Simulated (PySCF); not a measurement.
CH$_{2}$NO (SMILES [NH]C=O), doublet, at a GFN2-xTB geometry; PySCF with CASSCF(7,9)/def2-SVP.

Here is a job for PySCF.
```python
from pyscf import gto, scf, mcscf
import numpy

mol = gto.Mole()
mol.atom = '''
    N     0.858769   -0.694137   -0.061975
    C    -0.355104   -0.279071    0.065387
    O    -0.539529    0.943159    0.003322
    H     1.582982    0.001164   -0.204188
    H    -1.147509   -1.013050    0.219110
'''
mol.basis = 'def2-svp'
mol.charge = 0
mol.spin = 1
mol.verbose = 4
mol.build()

mf = scf.ROHF(mol)
mf.kernel()
mc = mcscf.CASSCF(mf, 9, 7)
mc.fix_spin_(ss=0.75)
mc.kernel()
occ = numpy.linalg.eigvalsh(mc.fcisolver.make_rdm1(mc.ci, mc.ncas, mc.nelecas))[::-1]
ss = mc.fcisolver.spin_square(mc.ci, mc.ncas, mc.nelecas)[0]
print('natural occupations', occ.round(4), ' <S^2>', round(ss, 4))
```

What the program printed (banner, timings and long lists left out):

```
PySCF version 2.14.0

[INPUT] verbose = 4
[INPUT] num. atoms = 5
[INPUT] num. electrons = 23
[INPUT] charge = 0
[INPUT] spin (= nelec alpha-beta = 2S) = 1
[INPUT] symmetry False subgroup None
[INPUT] Mole.unit = angstrom
[INPUT] Symbol           X                Y                Z      unit          X                Y                Z       unit  Magmom
[...]
nuclear repulsion = 65.5471453285121
number of shells = 24
number of NR pGTOs = 86
number of NR cGTOs = 52
basis = def2-svp
ecp = {}

******** <class 'pyscf.scf.rohf.ROHF'> ********
method = ROHF
initial guess = minao
damping factor = 0
level_shift factor = 0
DIIS = <class 'pyscf.scf.diis.CDIIS'>
diis_start_cycle = 1
diis_space = 8
diis_damp = 0
SCF conv_tol = 1e-09
SCF conv_tol_grad = None
SCF max_cycles = 50
direct_scf = True
direct_scf_tol = 1e-13
num. doubly occ = 11  num. singly occ = 1
Set gradient conv threshold to 3.16228e-05
init E= -168.525310895693
[...]
cycle= 1 E= -168.003466397822  delta_E= 0.522  |g|= 0.655  |ddm|= 1.62
[...]
cycle= 2 E= -167.954125077126  delta_E= 0.0493  |g|= 0.809  |ddm|= 0.761
[...]
cycle= 3 E= -168.097193070284  delta_E= -0.143  |g|= 0.172  |ddm|= 0.528
[...]
cycle= 4 E= -168.104246405866  delta_E= -0.00705  |g|= 0.0474  |ddm|= 0.0964
[...]
cycle= 5 E= -168.106680004788  delta_E= -0.00243  |g|= 0.0574  |ddm|= 0.0789
[...]
cycle= 6 E= -168.108566738249  delta_E= -0.00189  |g|= 0.0597  |ddm|= 0.0503
[...]
cycle= 7 E= -168.10673056711  delta_E= 0.00184  |g|= 0.059  |ddm|= 0.0481
[...]
cycle= 8 E= -168.099287815004  delta_E= 0.00744  |g|= 0.0809  |ddm|= 0.252
[...]
cycle= 9 E= -168.100489677039  delta_E= -0.0012  |g|= 0.0517  |ddm|= 0.0218
[...]
cycle= 10 E= -168.101239095362  delta_E= -0.000749  |g|= 0.00403  |ddm|= 0.0417
[...]
cycle= 11 E= -168.10119894513  delta_E= 4.02e-05  |g|= 0.00479  |ddm|= 0.0263
[...]
cycle= 12 E= -168.101209679805  delta_E= -1.07e-05  |g|= 0.0017  |ddm|= 0.00409
[...]
cycle= 13 E= -168.101208404918  delta_E= 1.27e-06  |g|= 0.000957  |ddm|= 0.00583
[...]
cycle= 14 E= -168.101208682485  delta_E= -2.78e-07  |g|= 0.000463  |ddm|= 0.000836
[...]
cycle= 15 E= -168.101208708904  delta_E= -2.64e-08  |g|= 4.89e-05  |ddm|= 0.000633
[...]
cycle= 16 E= -168.101208708951  delta_E= -4.68e-11  |g|= 1.2e-05  |ddm|= 0.000107
[...]
Extra cycle  E= -168.101208709031  delta_E= -8.05e-11  |g|= 8.24e-06  |ddm|= 1.56e-05
converged SCF energy = -168.101208709031

******** <class 'pyscf.mcscf.mc1step.CASSCF'> ********
CAS (4e+3e, 9o), ncore = 8, nvir = 35
[...]
linear dependence = 1e-12
level shift = 0.001
max iter space = 12
nroots = 1
pspace_size = 400
spin = None
CASCI E = -168.169178492115  S^2 = 0.7500000
Set conv_tol_grad to 0.000316228
macro iter   1 ( 21 JK    4 micro), CASSCF E = -168.201322495259  dE = -3.21440031e-02  S^2 = 0.7500000
               |grad[o]|=0.158  |grad[c]|=0.0767  |ddm|=0.0823  |maxRot[o]|= 0.24
macro iter   2 ( 21 JK    4 micro), CASSCF E = -168.221100199219  dE = -1.97777040e-02  S^2 = 0.7500000
               |grad[o]|=0.0561  |grad[c]|=0.0197  |ddm|=0.091  |maxRot[o]|=0.301
macro iter   3 ( 21 JK    4 micro), CASSCF E = -168.238907675888  dE = -1.78074767e-02  S^2 = 0.7500000
               |grad[o]|=0.0447  |grad[c]|=0.0479  |ddm|=0.0228  |maxRot[o]|=0.211
macro iter   4 ( 21 JK    4 micro), CASSCF E = -168.244907626354  dE = -5.99995047e-03  S^2 = 0.7500000
               |grad[o]|=0.0295  |grad[c]|= 0.02  |ddm|=0.0182  |maxRot[o]|=0.165
macro iter   5 ( 21 JK    4 micro), CASSCF E = -168.251684241915  dE = -6.77661556e-03  S^2 = 0.7500000
               |grad[o]|=0.017  |grad[c]|=0.0198  |ddm|=0.00697  |maxRot[o]|= 0.29
macro iter   6 ( 21 JK    4 micro), CASSCF E = -168.258245381894  dE = -6.56113998e-03  S^2 = 0.7500000
               |grad[o]|=0.0121  |grad[c]|=0.0302  |ddm|=0.00546  |maxRot[o]|=0.291
macro iter   7 ( 20 JK    4 micro), CASSCF E = -168.262705762010  dE = -4.46038012e-03  S^2 = 0.7500000
               |grad[o]|=0.00914  |grad[c]|=0.0355  |ddm|=0.00514  |maxRot[o]|=0.213
macro iter   8 ( 19 JK    4 micro), CASSCF E = -168.262936702721  dE = -2.30940712e-04  S^2 = 0.7500000
               |grad[o]|=0.00705  |grad[c]|=0.00339  |ddm|=0.00161  |maxRot[o]|=0.0463
macro iter   9 ( 13 JK    3 micro), CASSCF E = -168.262939226385  dE = -2.52366362e-06  S^2 = 0.7500000
               |grad[o]|=0.00126  |grad[c]|=0.00037  |ddm|=0.000309  |maxRot[o]|=0.00368
macro iter  10 (  4 JK    1 micro), CASSCF E = -168.262939257984  dE = -3.15991997e-08  S^2 = 0.7500000
               |grad[o]|=5.12e-05  |grad[c]|=0.000216  |ddm|=2.65e-05  |maxRot[o]|=0.000461
1-step CASSCF converged in  10 macro (182 JK  36 micro) steps
CASSCF canonicalization
Density matrix diagonal elements [1.90970641 1.9750611  0.99189168 1.97713059 0.09893957 0.00350284
 0.01154069 0.02243973 0.00978738]
CASSCF energy = -168.262939257984
CASCI E = -168.262939257984  E(CI) = -15.3456322257608  S^2 = 0.7500000
natural occupations [1.979  1.9751 1.9295 1.0027 0.0683 0.0225 0.0165 0.0032 0.0032]  <S^2> 0.75
```
